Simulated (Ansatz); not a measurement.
Cost and result up the ladder for the cluster In2Te3 (5 atoms). Charge 0, multiplicity 1. Geometry: r2SCAN-D4/def2-SVP.

Cartesian coordinates in Å:
```
In 0.0623 1.1095 0.2488
In 0.9823 -2.1723 0.5953
Te 1.9160 0.3802 1.9389
Te -1.1269 -1.0674 -1.2816
Te -1.8338 1.7500 -1.5013
```

Ansatz on 4 threads of Arm Neoverse V2 on a shared host. Times are rough, and most runs start from the orbitals of an earlier one. PBE0-D4/def2-TZVP serves as the yardstick here, not as an exact answer. Differences are given only for rows in sets of like size (and for xTB, whose basis is part of the method), since another set adds its own error. Binding counts from free atoms at the same level (In doublet, Te triplet; other spins of the atoms weren't run), without zero-point energy or a counterpoise term.

In the def2 sets In, Te take a core potential; there is no spin–orbit coupling. LC-ωPBE has ω = 0.4 bohr⁻¹. Correlated methods freeze 20 core orbitals; core or outer-core shells of In, Te are correlated, in sets that lack core-valence functions. The rows differ in basis, and correlated rows in double-zeta sets carry the largest basis error. Another isomer (singlet) lies 0.27 eV lower at PBE0-D4/def2-TZVP; other spin states weren't run for this one.

Correlated methods converge slowly with the basis, most of all in double-zeta sets.

| level | functions | wall time | binding energy per atom (eV) | difference from PBE0-D4/def2-TZVP (eV) |
| --- | --- | --- | --- | --- |
| PBE-D4/def2-TZVP (with forces) | 250 | 6 s | 2.22 | 0.10 |
| LC-ωPBE/def2-TZVP | 250 | 8 s | 1.87 | -0.25 |
| PBE0-D4/def2-TZVP | 250 | 10 s | 2.12 | 0.00 |
| r2SCAN-D4/def2-TZVP | 250 | 11 s | 2.10 | -0.01 |
| PBE-QIDH/def2-TZVP | 250 | 18 s | 2.09 | -0.02 |
| CCSD(T)/def2-SVP | 130 | 51 s | 1.77 | – |
